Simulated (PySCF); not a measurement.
Gas-phase XPS of GaCl2Me, computed

Species: GaCl2Me, CH₃Cl₂Ga.
Bonds: Ga1–Cl2, Ga1–Cl3, Ga1–C4. Hydrogens: H5, H6, H7 on C4.

Theory: delta-SCF UKS SCAN, pcX-2 on the ionised atom, pcseg-1 elsewhere, spin-free X2C in PySCF 2.14.0. Vertical ΔSCF values, vacuum level as zero.

Q: What binding energy does each computed site have?

A: 
| atom(s) | environment | level | binding energy (eV) | 2p1/2 (eV) | count |
| --- | --- | --- | --- | --- | --- |
| Cl2/Cl3 | chlorine bonded to Ga | Cl 2p3/2 | 205.61 | 207.26 | 2 |
| C4 | carbon bonded to Ga and 3 H | C 1s | 291.03 | – | 1 |
| Cl2/Cl3 | chlorine bonded to Ga | Cl 1s | 2828.21 | – | 2 |

Q: Which photon energy gives electrons from Cl 2p3/2 of Cl2/Cl3 a kinetic energy of 150 eV, and what is their de Broglie wavelength?

A: hν = 205.61 + 150 = 355.61 eV, recoil neglected; λ = 12.264 Å/√(E/eV) = 1.00 Å.

Q: Which photon wavelength matches the Cl 2p3/2 of Cl2/Cl3 threshold?

A: λ = hc/E = 12398.42 eV Å / 205.61 eV = 60.301 Å.

Topologically equivalent atoms share the value of their first member; where this conformer doesn't relate them by symmetry, their own values could differ. Spin–orbit and ligand-field terms were added within each 2p shell after the spin-free SCF. 2p1/2 minus 2p3/2 (ligand field included): Cl 1.65 eV. No level of gallium is listed. Isolated species at its PBE0-D3(BJ)/def2-SVP geometry, gas phase.
